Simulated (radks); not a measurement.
Results of a calculation; reference values are marked as such.
Species: the hafnium ion Hf+. Configuration: [Xe] 4f14 5d2 6s1 (not the ground configuration). Code: a radial shooting solver on a logarithmic mesh with Libxc functionals. Model: Dirac Kohn-Sham, BLYP, spin-unpolarised, spherical densities, finite nucleus; open shells fill j = l - 1/2 first; Fermi nuclear charge, rms radius 5.347 fm. Some entries of the table are withheld. Estimate them.

| orbital | occ. | eigenvalue (eV) | <r^2> (bohr^2) | <r> (bohr) |
|---|---|---|---|---|
| 1s1/2 | 2 | -65191.71 | 0.0004952 | (1) |
| 2s1/2 | 2 | -11147.93 | 0.007583 | 0.07978 |
| 2p1/2 | 2 | -10650.03 | (2) | (3) |
| 2p3/2 | 4 | -9457.845 | (4) | (5) |
| 3s1/2 | 2 | (6) | 0.04969 | 0.2082 |
| 3p1/2 | 2 | -2323.478 | 0.04570 | 0.1981 |
| 3p3/2 | 4 | -2068.015 | 0.05237 | 0.2125 |
| 3d3/2 | 4 | -1692.468 | 0.04080 | 0.1863 |
| 3d5/2 | 6 | -1636.743 | 0.04263 | 0.1908 |
| 4s1/2 | 2 | -517.6123 | 0.2477 | 0.4682 |
| 4p1/2 | 2 | -426.8772 | 0.2566 | 0.4745 |
| 4p3/2 | 4 | -368.3705 | 0.2932 | 0.5075 |
| 4d3/2 | 4 | -219.0434 | 0.3244 | 0.5285 |
| 4d5/2 | 6 | -208.3295 | 0.3386 | 0.5401 |
| 5s1/2 | 2 | -73.3516 | 1.454 | 1.136 |
| 5p1/2 | 2 | -47.6869 | 1.827 | 1.268 |
| 5p3/2 | 4 | -39.9199 | 2.163 | 1.378 |
| 4f5/2 | 6 | -24.2171 | 0.5835 | 0.6711 |
| 4f7/2 | 8 | -22.4729 | 0.6088 | 0.6840 |
| 6s1/2 | 1 | -10.8983 | 11.63 | 3.210 |
| 5d3/2 | 2 | -9.3039 | 6.119 | 2.251 |
| 5d5/2 | 0 | -8.8044 | 6.598 | 2.337 |
| 6p1/2 | 0 | -6.7592 | 18.37 | 4.026 |
| 6p3/2 | 0 | -6.1319 | 21.20 | 4.329 |

Answer. 
(1) 1s1/2 <r> (bohr): 0.01899
(2) 2p1/2 <r^2> (bohr^2): 0.005432
(3) 2p1/2 <r> (bohr): 0.06612
(4) 2p3/2 <r^2> (bohr^2): 0.006638
(5) 2p3/2 <r> (bohr): 0.07384
(6) 3s1/2 eigenvalue (eV): -2544.771
